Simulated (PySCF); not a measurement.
Sn(F)2(Br)(Me), SMILES [F][Sn]([F])([CH3])[Br] (CH3BrF2Sn) (PBE0/def2-SVP optimised geometry):

```
8

C     -1.372    -1.275     1.544
Sn    -0.607    -0.039     0.000
F     -1.036    -0.748    -1.740
F      1.320    -0.039     0.000
Br    -1.320     2.319     0.000
H     -2.454    -1.109     1.626
H     -0.873    -1.009     2.484
H     -1.162    -2.319     1.278
```

Method: PBE0/def2-TZVP, def2 effective core potentials past Kr in PySCF 2.14.0.

Q: What are the frontier orbital energies and the dipole moment?

A: HOMO-2 -9.79 eV, HOMO-1 -9.04 eV, HOMO -8.97 eV, LUMO -2.19 eV, LUMO+1 -0.13 eV; dipole moment 4.18 D.
